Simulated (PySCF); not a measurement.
PySCF input for H4O3SSn, SMILES [OH][Sn]([OH])([OH])[SH], PBE0-D3(BJ)/def2-SVP. Coordinates come from a PBE0-D3(BJ)/def2-SVP optimisation. The structure was generated by enumeration; whether it is a known compound was not checked. The def2 effective core potentials stand for the cores of Sn; spin–orbit coupling is left out. Other conformers were not sampled.

```python
import numpy as np
from pyscf import gto, scf, dft, df
from pyscf.hessian import thermo

mol = gto.M(
    atom='''
    O    -0.59931319    1.36987619   -1.45887109
    Sn   -0.20606093    0.02822079   -0.07439411
    O    -1.52661219    0.47342310    1.32352372
    O    -0.46963331   -1.74491272   -0.89286361
    S     2.02764438   -0.08430965    0.77294870
    H    -1.12873480    2.08931588   -1.09151339
    H    -1.33864892    0.02240748    2.15562194
    H    -1.11521875   -1.70282904   -1.60974348
    H     2.20780887   -1.25807187    0.12384903
    ''',
    basis='def2-SVP',
    ecp={'Sn': 'def2-svp'},
    charge=0,
    spin=0,
    max_memory=1600,
    verbose=3,
)
mf = dft.RKS(mol, xc='pbe0').density_fit(auxbasis='def2-universal-jkfit')
mf.disp = 'd3bj'
mf.grids.level = 3
mf.conv_tol = 1e-11
mf.max_cycle = 100
mf.kernel()

# analytic Hessian; the response equations are solved on a coarser grid
h, args, fine = mf.Hessian(), (mf.mo_energy, mf.mo_coeff, mf.mo_occ), mf.grids
h.max_memory = max(150, 2.5e-5 * df.make_auxmol(mol, mf.with_df.auxbasis).nao * mol.nelec[0] * (mol.nelec[0] + mol.nao))  # MB; small integral blocks
h1ao = h.make_h1(mf.mo_coeff, mf.mo_occ)
mf.grids = dft.Grids(mol).set(level=1).build(with_non0tab=True)
mo1, mo_e1 = h.solve_mo1(*args, h1ao)
mf.grids = fine
hess = h.hess_elec(*args, mo1, mo_e1, h1ao) + h.hess_nuc()
if mf.do_disp():
    hess += h.get_dispersion()
for i in range(mol.natm):  # the analytic DFT Hessian lacks the response of the grid: restore translational invariance
    hess[i, i] -= hess[i].sum(axis=0)
hess = (hess + hess.transpose(1, 0, 3, 2)) / 2
vib = thermo.harmonic_analysis(mol, hess, imaginary_freq=False)
thermo.dump_normal_mode(mol, vib)
th = thermo.thermo(mf, vib['freq_au'][vib['freq_au'] > 0], 298.15, 101325)
thermo.dump_thermo(mol, th)
g0 = mf.nuc_grad_method().set(verbose=0).kernel()

# dipole derivatives [dipole axis, atom, xyz] from the same response
r, irp = mol.intor('int1e_r'), mol.intor('int1e_irp').reshape(3, 3, mol.nao, mol.nao)
sl, dm0, ok = mol.aoslice_by_atom(), np.array(mf.make_rdm1()), []
dmu = np.einsum('a,xt->xat', mol.atom_charges(), np.eye(3))
for a, (_, _, p0, p1) in enumerate(sl):
    dmu[:, a] += 2 * np.einsum('xtij,ij->xt', irp[:, :, :, p0:p1], dm0.reshape(-1, mol.nao, mol.nao).sum(0)[:, p0:p1])
    for u, c, occ, f in [(mo1, mf.mo_coeff, mf.mo_occ, 4)]:
        dmu[:, a] -= f * np.einsum('tui,xuv,vi->xt', u[a], r, c[:, occ > 0], optimize=True)
L = vib['norm_mode']
ir = 974.8801 * (np.einsum('xat,kat->kx', dmu, L) ** 2).sum(1)       # km/mol
apt = np.einsum('xax->a', dmu) / 3
print('mode   freq/cm-1   IR/(km/mol)')
for k, w in enumerate(vib['freq_wavenumber']):
    print(f'{k + 1:4d} {w:11.2f} {ir[k]:13.3f}')
print('max |gradient| / (hartree/bohr):', abs(g0).max())
print('APT charges:', apt.round(4))
```

Log of the run:

```
converged SCF energy = -839.9590175031

WARN: DFTD3 does not support analytical Hessian, using finite difference


WARN: Mole.unit (angstrom) is changed to Bohr

Mode                                 0                   1                   2
Irrep
Freq [cm^-1]                       91.0802            114.4247            134.9368
Reduced mass [au]                   3.6710              6.3686              2.4508
Force const [Dyne/A]                0.0179              0.0491              0.0263
Char temp [K]                     131.0441            164.6316            194.1441
Normal mode                   x     y     z       x     y     z       x     y     z
       0   O                 0.05  0.07  0.06    0.13  0.02  0.02    0.02 -0.08 -0.06
       1  Sn                 0.00  0.01  0.01   -0.00 -0.03  0.01   -0.01  0.01  0.03
       2   O                -0.10 -0.02 -0.08   -0.02 -0.01 -0.01   -0.06  0.01 -0.02
       3   O                 0.04 -0.04  0.08   -0.13  0.00 -0.01    0.06  0.03 -0.03
       4   S                 0.02 -0.02 -0.06    0.02  0.08 -0.02    0.02 -0.04 -0.05
       5   H                -0.22 -0.11  0.02    0.11  0.02 -0.01    0.14  0.04 -0.12
       6   H                -0.19 -0.06 -0.08   -0.13 -0.13 -0.05   -0.25 -0.19 -0.08
       7   H                -0.04 -0.13  0.16   -0.02  0.11 -0.10    0.16  0.07 -0.12
       8   H                -0.14 -0.17  0.17    0.13  0.14 -0.09    0.07  0.17 -0.40
Mode                                 3                   4                   5
Irrep
Freq [cm^-1]                      154.1032            161.9484            174.6380
Reduced mass [au]                   2.3261              1.2176              3.6256
Force const [Dyne/A]                0.0325              0.0188              0.0651
Char temp [K]                     221.7202            233.0077            251.2652
Normal mode                   x     y     z       x     y     z       x     y     z
       0   O                -0.09  0.01  0.06    0.01 -0.04 -0.03   -0.04 -0.03 -0.04
       1  Sn                 0.02 -0.02  0.00   -0.00  0.00  0.02    0.02  0.03 -0.01
       2   O                -0.00  0.12 -0.06   -0.02 -0.02  0.00   -0.00 -0.11  0.01
       3   O                -0.03 -0.00 -0.03   -0.03  0.03 -0.04   -0.11  0.00  0.08
       4   S                 0.01 -0.00  0.02    0.02  0.01 -0.02    0.01 -0.02  0.03
       5   H                -0.40 -0.22  0.07   -0.24 -0.18 -0.14   -0.19 -0.10 -0.10
       6   H                -0.25 -0.05 -0.10    0.17  0.25  0.10   -0.14 -0.37 -0.10
       7   H                 0.13  0.10 -0.17    0.37  0.20 -0.39    0.05  0.07 -0.05
       8   H                 0.11  0.11 -0.15   -0.20 -0.27  0.41    0.02  0.02 -0.05
Mode                                 6                   7                   8
Irrep
Freq [cm^-1]                      194.2080            227.0869            257.0777
Reduced mass [au]                   2.4646              1.1252              1.4171
Force const [Dyne/A]                0.0548              0.0342              0.0552
Char temp [K]                     279.4220            326.7276            369.8775
Normal mode                   x     y     z       x     y     z       x     y     z
       0   O                 0.08  0.05  0.01   -0.04 -0.01  0.01   -0.05  0.03  0.03
       1  Sn                -0.02  0.00 -0.01   -0.00 -0.00 -0.00    0.00  0.00 -0.01
       2   O                 0.08  0.02  0.08    0.04  0.05  0.02   -0.04 -0.02 -0.05
       3   O                 0.06 -0.05  0.06    0.01 -0.01  0.00   -0.02 -0.03  0.08
       4   S                -0.03 -0.01 -0.00    0.01  0.01 -0.01    0.02 -0.01  0.00
       5   H                -0.24 -0.14 -0.09    0.38  0.24  0.12    0.37  0.25  0.21
       6   H                 0.02 -0.18 -0.02   -0.34 -0.46 -0.17    0.15  0.30  0.08
       7   H                 0.39 -0.05 -0.24    0.17  0.03 -0.14    0.41  0.04 -0.31
       8   H                 0.03  0.09 -0.17   -0.17 -0.25  0.41    0.07  0.11 -0.19
Mode                                 9                  10                  11
Irrep
Freq [cm^-1]                      369.6383            625.1017            644.5282
Reduced mass [au]                  15.3353             13.4995             14.3853
Force const [Dyne/A]                1.2345              3.1079              3.5209
Char temp [K]                     531.8273            899.3822            927.3325
Normal mode                   x     y     z       x     y     z       x     y     z
       0   O                 0.00  0.02 -0.02    0.02 -0.06  0.06   -0.03  0.11 -0.11
       1  Sn                -0.04  0.00 -0.01   -0.02 -0.00 -0.00   -0.01 -0.00  0.03
       2   O                -0.01  0.01  0.02    0.11 -0.04 -0.12    0.10 -0.03 -0.10
       3   O                 0.00 -0.01 -0.01    0.02  0.13  0.06   -0.01 -0.07 -0.03
       4   S                 0.14 -0.01  0.05    0.00 -0.00  0.00   -0.00  0.00  0.00
       5   H                -0.06 -0.02 -0.04    0.00 -0.04  0.00   -0.03  0.08 -0.04
       6   H                -0.01 -0.02  0.00    0.02  0.00 -0.08    0.01  0.01 -0.06
       7   H                -0.03 -0.04  0.02    0.03  0.04  0.06   -0.03 -0.01 -0.01
       8   H                 0.16 -0.01  0.06    0.03 -0.00  0.02   -0.05 -0.00 -0.01
Mode                                12                  13                  14
Irrep
Freq [cm^-1]                      649.5176            715.1848            841.1194
Reduced mass [au]                  13.8274              1.0836              1.0708
Force const [Dyne/A]                3.4369              0.3266              0.4463
Char temp [K]                     934.5112           1028.9918           1210.1836
Normal mode                   x     y     z       x     y     z       x     y     z
       0   O                 0.03 -0.10  0.11   -0.00 -0.00  0.00    0.00 -0.00 -0.01
       1  Sn                -0.01  0.03  0.00   -0.00  0.01  0.01   -0.00 -0.00  0.00
       2   O                 0.04 -0.01 -0.04   -0.00 -0.00 -0.00   -0.04  0.03 -0.02
       3   O                -0.02 -0.14 -0.07    0.00 -0.02 -0.01    0.01 -0.01  0.01
       4   S                 0.00  0.00  0.00   -0.03 -0.02 -0.02    0.00 -0.00 -0.00
       5   H                 0.04 -0.04  0.01    0.01  0.02 -0.04    0.01 -0.12  0.25
       6   H                 0.02  0.02 -0.03   -0.01  0.01  0.00    0.69 -0.37 -0.38
       7   H                -0.04 -0.06 -0.05    0.02 -0.04 -0.02   -0.03  0.31  0.05
       8   H                -0.08  0.01 -0.03    0.89 -0.06  0.34    0.03  0.00  0.00
Mode                                15                  16                  17
Irrep
Freq [cm^-1]                      865.1991            870.7680           2706.7675
Reduced mass [au]                   1.0960              1.1006              1.0382
Force const [Dyne/A]                0.4834              0.4917              4.4817
Char temp [K]                    1244.8289           1252.8413           3894.4357
Normal mode                   x     y     z       x     y     z       x     y     z
       0   O                -0.00 -0.01 -0.01   -0.03  0.02  0.06   -0.00  0.00 -0.00
       1  Sn                 0.00  0.00  0.01    0.00 -0.01  0.00    0.00 -0.00 -0.00
       2   O                -0.01  0.01 -0.01   -0.02  0.02 -0.01   -0.00  0.00  0.00
       3   O                -0.04  0.04 -0.03   -0.00 -0.00  0.00   -0.00 -0.00 -0.00
       4   S                 0.00  0.00  0.00    0.00  0.00  0.00    0.00 -0.03 -0.01
       5   H                -0.00 -0.06  0.10   -0.05  0.42 -0.80   -0.00  0.00  0.00
       6   H                 0.22 -0.13 -0.13    0.23 -0.10 -0.13    0.00 -0.00 -0.00
       7   H                 0.09 -0.88 -0.18    0.01 -0.02 -0.01   -0.00 -0.00  0.00
       8   H                -0.02  0.00 -0.01   -0.03  0.01 -0.02   -0.14  0.85  0.47
Mode                                18                  19                  20
Irrep
Freq [cm^-1]                     3876.4916           3878.9231           3888.0811
Reduced mass [au]                   1.0668              1.0669              1.0671
Force const [Dyne/A]                9.4451              9.4578              9.5044
Char temp [K]                    5577.4083           5580.9067           5594.0831
Normal mode                   x     y     z       x     y     z       x     y     z
       0   O                 0.03 -0.04 -0.02   -0.01  0.01  0.01    0.00 -0.00 -0.00
       1  Sn                 0.00  0.00 -0.00   -0.00  0.00  0.00   -0.00  0.00  0.00
       2   O                 0.00 -0.00  0.00   -0.00  0.00 -0.01   -0.01  0.03 -0.05
       3   O                -0.01  0.00 -0.01   -0.04  0.00 -0.04    0.00  0.00  0.00
       4   S                -0.00  0.00 -0.00    0.00  0.00  0.00   -0.00  0.00  0.00
       5   H                -0.51  0.71  0.34    0.13 -0.18 -0.09   -0.02  0.03  0.02
       6   H                -0.00  0.01 -0.02    0.02 -0.04  0.08    0.17 -0.44  0.84
       7   H                 0.16 -0.01  0.18    0.62 -0.02  0.69   -0.06  0.00 -0.06
       8   H                -0.00 -0.00 -0.00   -0.00  0.00 -0.00   -0.00 -0.00 -0.00
temperature 298.1500 [K]
pressure 101325.00 [Pa]
Rotational constants [GHz] 2.87535 1.73661 1.64130
Symmetry number 1
Zero-point energy (ZPE) 0.04885 [Eh]   128244.609 [J/mol]
                           tot       elec      trans        rot        vib
Entropy [J/mol/K]       401.324      0.000    174.998    117.417    108.909
Cv [J/mol/K]            124.227      0.000     12.472     12.472     99.283
Cp [J/mol/K]            132.541      0.000     20.786     12.472     99.283
Internal energy [J/mol]                      3718.434   3718.434 145599.311
Internal energy [Eh]   -839.90073  -839.95902
Enthalpy [J/mol]                             6197.391   3718.434 145599.311
Enthalpy [Eh]          -839.89978
Gibbs free energy [J/mol]                  -45978.300 -31289.455 113128.000
Gibbs free energy [Eh] -839.94536
mode   freq/cm-1   IR/(km/mol)
   1       91.08        37.147
   2      114.42         3.207
   3      134.94         4.903
   4      154.10        25.336
   5      161.95        13.132
   6      174.64        20.798
   7      194.21        93.284
   8      227.09        16.100
   9      257.08       174.791
  10      369.64        37.172
  11      625.10        51.782
  12      644.53        86.046
  13      649.52        93.108
  14      715.18         8.216
  15      841.12        47.071
  16      865.20       119.857
  17      870.77        84.931
  18     2706.77         4.111
  19     3876.49        90.786
  20     3878.92       101.215
  21     3888.08        71.656
max |gradient| / (hartree/bohr): 0.00010769264492555133
APT charges: [-0.7889  1.9664 -0.8192 -0.8046 -0.4313  0.2598  0.2662  0.2682  0.0835]
```

Self-consistency was reached.
